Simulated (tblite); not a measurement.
Compound: C₈H₁₀.
Numbering: `[CH:1]#[C:2][C@:3]12[CH2:4][CH2:5][C@H:6]([CH2:7]1)[CH2:8]2` (hydrogens: H9 on C1; H10, H11 on C4; H12, H13 on C5; H14 on C6; H15, H16 on C7; H17, H18 on C8)

Computed with GFN2-xTB (tblite), gas phase: Langevin dynamics at 400 K from the optimised GFN2-xTB geometry, time step 0.5 fs, friction 0.01 fs⁻¹, 2000 steps.

Start geometry:
```
atom  x, y, z in Å
C1      3.224   -0.058   -0.170
C2      2.028   -0.021   -0.111
C3      0.599    0.028   -0.041
C4     -0.141   -1.276    0.299
C5     -1.593   -0.747    0.261
C6     -1.310    0.715   -0.090
C7     -0.262    0.574   -1.203
C8     -0.145    1.044    0.855
H9      4.271   -0.095   -0.221
H10     0.146   -1.659    1.278
H11     0.047   -2.051   -0.444
H12    -2.196   -1.242   -0.500
H13    -2.097   -0.848    1.222
H14    -2.167    1.375   -0.192
H15     0.097    1.525   -1.587
H16    -0.481   -0.107   -2.023
H17     0.230    2.059    0.748
H18    -0.258    0.791    1.907
```

The statistics below take the 31 frames saved every 25 fs from 250 to 1000 fs; their kinetic temperature (all 3N coordinates) averages 441 K.

Q: How do the bond lengths spread?

A: 
```
  bond  start (Å)  mean (Å)  standard deviation (Å)  shortest (Å)  longest (Å)
 C1≡C2      1.198     1.200                   0.015         1.175        1.235
 C2–C3      1.432     1.429                   0.027         1.365        1.496
 C3–C4      1.538     1.554                   0.045         1.451        1.643
 C4–C5      1.545     1.540                   0.030         1.468        1.592
 C5–C6      1.530     1.530                   0.032         1.469        1.603
 C6–C7      1.535     1.538                   0.036         1.469        1.605
 C6–C8      1.535     1.533                   0.023         1.485        1.592
 C3–C7      1.546     1.564                   0.041         1.505        1.665
 C3–C8      1.546     1.562                   0.040         1.463        1.641
 C1–H9      1.049     1.056                   0.023         1.008        1.110
C4–H10      1.090     1.101                   0.043         1.025        1.185
C4–H11      1.090     1.095                   0.033         1.027        1.174
C5–H12      1.090     1.104                   0.044         1.004        1.209
C5–H13      1.090     1.100                   0.051         0.989        1.217
C6–H14      1.087     1.090                   0.031         1.021        1.146
C7–H15      1.087     1.092                   0.025         1.029        1.160
C7–H16      1.088     1.093                   0.038         1.012        1.168
C8–H17      1.087     1.091                   0.024         1.029        1.144
C8–H18      1.088     1.095                   0.036         1.035        1.191
```

Q: Give the same statistics for bond angles, one of each kind among heavy atoms.

A: 
```
   angle  start (°)  mean (°)  standard deviation (°)  smallest (°)  largest (°)
C1–C2–C3      179.8     167.3                     7.3         149.0        178.7
C2–C3–C4      117.6     119.7                     4.8         110.1        130.1
C2–C3–C7      122.1     121.8                     6.0         108.9        135.7
C4–C3–C7      101.4     100.2                     3.2          92.5        107.1
C7–C3–C8       86.3      85.8                     2.4          80.1         90.9
C3–C4–C5       99.0      99.2                     2.3          95.6        105.3
C4–C5–C6       99.2      99.4                     2.2          94.2        104.9
C5–C6–C7      101.8     101.7                     3.4          93.1        108.1
C7–C6–C8       87.0      87.8                     3.4          82.5         96.2
C3–C7–C6       82.4      82.4                     2.2          77.4         86.7
```

Q: How far does each atom move about its mean position (frames aligned on the start, all atoms weighted alike), and what rms force does it feel?

A: 
| atom | rms displacement (Å) | rms force (eV/Å) |
| --- | --- | --- |
| C1 | 0.22 | 1.86 |
| C2 | 0.12 | 1.99 |
| C3 | 0.12 | 2.32 |
| C4 | 0.11 | 2.63 |
| C5 | 0.09 | 2.66 |
| C6 | 0.07 | 2.23 |
| C7 | 0.12 | 2.10 |
| C8 | 0.10 | 1.89 |
| H9 | 0.37 | 0.92 |
| H10 | 0.21 | 1.44 |
| H11 | 0.21 | 1.14 |
| H12 | 0.18 | 1.46 |
| H13 | 0.23 | 1.72 |
| H14 | 0.16 | 1.08 |
| H15 | 0.20 | 0.90 |
| H16 | 0.21 | 1.34 |
| H17 | 0.18 | 0.93 |
| H18 | 0.19 | 1.16 |

The displacements run from 0.07 to 0.37 Å, the largest at H9.

The run is classical and short, so these are rough statistics of one trajectory.

What follows is the cost of the whole dynamics run. On Arm Neoverse V2, one thread, shared host with 96 logical CPUs at a one-minute load of 31, this took 9.3 s and 0.18 GiB of memory at its peak.
